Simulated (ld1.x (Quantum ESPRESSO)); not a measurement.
Nd (Z = 60) ultrasoft: all-electron and pseudo phase curves

Nd, ultrasoft, made with ld1.x (Quantum ESPRESSO) 7.5 (PBE, scalar-relativistic). Core [Kr] 4d10, reference 4f3 5s2 5p6 5d0 6s0 6p0 (charge +3). Waves: 5s (bound): rcut 1.80, rcutus 2.05 bohr; 6s (bound, empty): rcut 1.80, rcutus 2.05 bohr; 5p (bound): rcut 2.10, rcutus 2.75 bohr; 6p (bound, empty): rcut 2.10, rcutus 2.75 bohr; 5d (bound, empty): rcut 3.20, rcutus 3.50 bohr; 5d channel at -1.05 Ry: rcut 3.20, rcutus 3.50 bohr; 4f (bound): rcut 1.35, rcutus 1.80 bohr; 4f channel at -1.9 Ry: rcut 1.35, rcutus 1.80 bohr. Local part: all-electron potential smoothed inside 3.50 bohr (lloc = -1). Core correction: Bessel-smoothed model core, default radius (core density twice the valence density). Augmentation charge: PSQ, inside the norm-conserving radii.

The phase is arctan(r·u′/u) with u = r·R(r), unwrapped; energies in Ry, scanned from -7 to 5 Ry. A pole is an energy at which the radial function vanishes at the test radius. The pseudo phase is shifted by a multiple of π to meet the all-electron one at the reference energy, and phase errors are pseudo minus all-electron; the curves can meet again beyond the range given. Levels narrower than the energy grid can be missing from the lists of poles.

```json
{"channel": "s", "radius (bohr)": "3.81", "reference energy (Ry)": "-1.57", "poles, all-electron": "-4.94, -0.78, 3.68", "poles, pseudo": "-4.94, -0.77, 4.60", "unbroken range about the reference energy with phases within 0.05 rad": "below 0.5", "phase error 1 Ry above the reference energy (rad)": "+0.004"}
{"channel": "p", "radius (bohr)": "3.81", "reference energy (Ry)": "-1.21", "poles, all-electron": "-3.51, 0.02, 4.70", "poles, pseudo": "-3.51, 0.05", "unbroken range about the reference energy with phases within 0.05 rad": "below 1.4", "phase error 1 Ry above the reference energy (rad)": "+0.003"}
{"channel": "d", "radius (bohr)": "3.81", "reference energy (Ry)": "-1.77", "poles, all-electron": "-1.61, 1.51", "poles, pseudo": "-1.61, 1.77", "unbroken range about the reference energy with phases within 0.05 rad": "below 2.3", "phase error 1 Ry above the reference energy (rad)": "+0.000"}
{"channel": "f", "radius (bohr)": "3.81", "reference energy (Ry)": "-2.26", "poles, all-electron": "-2.25, 0.35, 3.73", "poles, pseudo": "-2.25, 0.54", "unbroken range about the reference energy with phases within 0.05 rad": "below -0.7", "phase error 1 Ry above the reference energy (rad)": "+0.001"}
```

Phases in the s channel:

```json
{"E (Ry)": "-7.00", "all-electron": "1.454", "pseudo": "1.454"}
{"E (Ry)": "-6.48", "all-electron": "1.448", "pseudo": "1.448"}
{"E (Ry)": "-5.96", "all-electron": "1.440", "pseudo": "1.440"}
{"E (Ry)": "-5.44", "all-electron": "1.429", "pseudo": "1.429"}
{"E (Ry)": "-4.92", "all-electron": "-1.694", "pseudo": "-1.694"}
{"E (Ry)": "-4.40", "all-electron": "-1.736", "pseudo": "-1.735"}
{"E (Ry)": "-3.88", "all-electron": "-1.758", "pseudo": "-1.758"}
{"E (Ry)": "-3.36", "all-electron": "-1.792", "pseudo": "-1.791"}
{"E (Ry)": "-2.84", "all-electron": "-1.852", "pseudo": "-1.851"}
{"E (Ry)": "-2.32", "all-electron": "-2.006", "pseudo": "-2.005"}
{"E (Ry)": "-1.80", "all-electron": "-3.069", "pseudo": "-3.066"}
{"E (Ry)": "-1.28", "all-electron": "-4.514", "pseudo": "-4.513"}
{"E (Ry)": "-0.76", "all-electron": "-4.716", "pseudo": "-4.713"}
{"E (Ry)": "-0.24", "all-electron": "-4.816", "pseudo": "-4.807"}
{"E (Ry)": "0.28", "all-electron": "-4.923", "pseudo": "-4.899"}
{"E (Ry)": "0.80", "all-electron": "-5.178", "pseudo": "-5.065"}
{"E (Ry)": "1.32", "all-electron": "-6.685", "pseudo": "-5.743"}
{"E (Ry)": "1.84", "all-electron": "-7.558", "pseudo": "-7.297"}
{"E (Ry)": "2.36", "all-electron": "-7.721", "pseudo": "-7.625"}
{"E (Ry)": "2.88", "all-electron": "-7.792", "pseudo": "-7.731"}
{"E (Ry)": "3.40", "all-electron": "-7.835", "pseudo": "-7.785"}
{"E (Ry)": "3.92", "all-electron": "-7.869", "pseudo": "-7.820"}
{"E (Ry)": "4.44", "all-electron": "-7.901", "pseudo": "-7.847"}
{"E (Ry)": "4.96", "all-electron": "-7.939", "pseudo": "-7.869"}
```
